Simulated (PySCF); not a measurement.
# Correlation energy of Sb⁺ (antimony, charge +1)

[Kr] 4d10 5s2 5p2, high-spin 3P determinant. Calculation: PySCF 2.14, in aug-cc-pVDZ-PP with ECP28MDF; a scalar-relativistic core potential. Frozen: 4s2 4p6 4d10; 4 electrons correlated.

```csv
level,correlation energy (mhartree)
CCSD,-50.54
(T),-0.60
CCSD(T),-51.14
CCSDT,-51.35
```

Diagnostics: T1 = 0.0073, D1 = 0.0200, largest double amplitude 0.094.

Question: Is a single reference adequate?

Answer: Mostly. T1 lies below 0.03, but a double amplitude of this size points to a near-degeneracy that CCSD handles and MP2 describes poorly.
